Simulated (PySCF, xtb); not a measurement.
VOF3, SMILES [O]=[V]([F])([F])[F], multiplicity 1.

Harmonic wavenumbers (cm⁻¹) from GFN2-xTB run with xtb at its own minimum, in rising order: 189, 190, 261, 295, 295, 584, 659, 660, 1022.

What does PBE-D3(BJ)/def2-SVP run with PySCF 2.14.0 give at its own minimum? (An estimate is asked for; the answer gives what the named calculation found.)

205, 205, 259, 312, 312, 723, 814, 814, 1116. Paired by order, the mean absolute difference is 68 cm⁻¹ and the zero-point energies are 5.9 and 6.8 kcal/mol.
